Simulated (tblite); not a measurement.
Species: C5H8NSi (charge -1).
SMILES with atom numbers: `[CH3:1]/[CH:2]=[CH:3]\[CH2:4][SiH-:5][C:6]#[N:7]` (hydrogens: H8, H9, H10 on C1; H11 on C2; H12 on C3; H13, H14 on C4; H15 on Si5)

The geometry is computed with GFN2-xTB (gas phase).

What internal coordinates does the optimisation give?

| bond | length (Å) | order |
| --- | --- | --- |
| C1–C2 | 1.500 | single |
| C2=C3 | 1.337 | double |
| C3–C4 | 1.460 | single |
| C4–Si5 | 1.946 | single |
| Si5–C6 | 1.842 | single |
| C6≡N7 | 1.162 | triple |
| C1–H8, C1–H9, C1–H10 | 1.092 | single |
| C2–H11 | 1.086 | single |
| C3–H12 | 1.087 | single |
| C4–H13, C4–H14 | 1.092 | single |
| Si5–H15 | 1.486 | single |

Bonds in one row agree within 0.01 Å and their mean is given. Orders are formal, as drawn. A selection of angles:
| angle | degrees |
| --- | --- |
| C2–C1–H8 | 111.0 |
| H8–C1–H9 | 107.5 |
| C1–C2–C3 | 125.6 |
| C1–C2–H11 | 115.0 |
| C3–C2–H11 | 119.4 |
| C2–C3–C4 | 127.9 |
| C2–C3–H12 | 117.5 |
| C4–C3–H12 | 114.3 |
| C3–C4–Si5 | 108.6 |
| C3–C4–H13 | 111.3 |
| C3–C4–H14 | 113.0 |
| Si5–C4–H13 | 107.8 |
| H13–C4–H14 | 108.1 |
| C4–Si5–C6 | 102.8 |
| C4–Si5–H15 | 102.7 |
| C6–Si5–H15 | 100.9 |
| Si5–C6–N7 | 164.0 |

Torsions: C1–C2–C3–C4 -5° (synperiplanar); C2–C3–C4–Si5 -95° (anticlinal); C3–C4–Si5–C6 -63° (synclinal); C4–Si5–C6–N7 -125° (anticlinal). The mirror-image conformer, all signs reversed, is as good.

Si5 (silicon bonded to 2 C and H) is pyramidal (angles 102.8°, 102.7° and 100.9°, sum 306.4°, 0.76 Å off the plane of its three neighbours). The C–C distances run from 1.337 Å (C2=C3, drawn double) to 1.500 Å (C1–C2, drawn single), a spread of 0.163 Å. The 2 C–Si bonds span 1.842 Å (Si5–C6, drawn single) to 1.946 Å (C4–Si5, drawn single), a spread of 0.104 Å. C2 (alkene CH carbon) is planar (angles 125.6°, 119.4° and 115.0°, sum 360.0°, 0.02 Å off the plane of its three neighbours). Of the pairs four or more bonds apart, H8···H14 is among the closest relative to their van der Waals radii: 2.13 Å, 89 % of the sum of Bondi's values. C6 (cyano carbon) is bent (angle 164.0°). C3 (alkene CH carbon) is planar (angles 127.9°, 117.5° and 114.3°, sum 359.7°, 0.04 Å off the plane of its three neighbours).

Point group: C1 (no symmetry element, even within 0.4 Å). Its GFN2-xTB frequencies are all real (lowest 31 cm⁻¹). 3 starts were optimised and ended at 0.00, 0.00 and 1.13 kcal/mol (GFN2-xTB); the lowest of these is shown.
